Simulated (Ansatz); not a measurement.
`[SH][SnH]([Cl])[Cl]` + HCl → `[Cl][SnH]([Cl])[Cl]` + H₂S  (ligand exchange at the Sn–S bond)

Gas-phase electronic energies from Ansatz, PBE0-D4/def2-TZVP geometries. CCSD(T)/CBS is the MP2 limit (def2-TZVPP, def2-QZVPP) plus CCSD(T) − MP2 in def2-TZVPP, frozen cores. This one scheme is used for every species. DFT in def2-TZVPP. HSE06 is defined as in plane-wave codes. Elements past krypton have def2 core potentials. For Sn outer-core shells are correlated without core-valence functions, which leaves a few kJ/mol of doubt a bond. One conformer a species, not always the lowest.

(1) Is it downhill or uphill in electronic energy at CCSD(T)/CBS, and by how much? (Best estimate.)

(2) What do these levels give: r2SCAN-D4, r2SCANh-D4, BHLYP-D4, ωB97M-V, revPBE, r2SCAN, HSE06, RPA@PBE/def2-TZVPP, HF/def2-TZVPP, CCSD/def2-TZVPP, HF/def2-QZVPP, SCS-MP2/def2-QZVPP? (Estimate.)

Largest T1 diagnostic among the species: 0.011.

Answers

(1) Ansatz gave: Downhill: ΔE = -23.3 kJ/mol.

(2) Ansatz gave: r2SCAN-D4 -24.7, r2SCANh-D4 -24.7, BHLYP-D4 -27.3, ωB97M-V -25.9, revPBE -23.0, r2SCAN -25.2, HSE06 -23.4, RPA@PBE/def2-TZVPP -22.6, HF/def2-TZVPP -35.7, CCSD/def2-TZVPP -24.1, HF/def2-QZVPP -36.8, SCS-MP2/def2-QZVPP -24.6 kJ/mol.

In def2-TZVPP, CCSD(T) changes the Hartree–Fock value by +13.3 kJ/mol (the triples alone add +1.7 kJ/mol) and MP2 by +15.0 kJ/mol. Leaving LDA and LC-ωPBE aside and taking each functional with its dispersion term where it has one, the values, not all of them listed here, spread over 8.2 kJ/mol, from B97M-V to revPBE-D4. LDA lies +3.1 kJ/mol from PBE without D4.
